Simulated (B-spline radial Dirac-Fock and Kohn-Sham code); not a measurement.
Relativistic shifts of the levels of Zr¹⁷⁺

System: Zr¹⁷⁺, configuration [Ar] 3d5.

Both columns are ΔSCF binding energies of the configuration average from a radial B-spline solver: non-relativistic Hartree-Fock with a point nucleus, and Dirac-Fock with a finite nucleus and the Coulomb interaction alone, averaged over the two j levels with weights 2j+1.

```
shell  Hartree-Fock (eV)  Dirac-Fock (eV)  shift (eV)  shift (%)
   1s            18216.7          18619.8     +403.12      +2.21
   2s             3012.7           3108.7      +96.00      +3.19
   2p             2797.8           2823.7      +25.97      +0.93
   3s              901.1            922.6      +21.52      +2.39
   3p              817.4            824.4       +6.96      +0.85
   3d              686.4            684.5       -1.96      -0.29
```

Relativity binds 1s, 2s, 2p, 3s, 3p more strongly, among those listed most of all 2s in relative terms, and 3d more weakly, because the contracted s and p shells screen the nucleus better.

Values without a named source are computed, but for edge energies of neutral atoms, which are taken from tables.
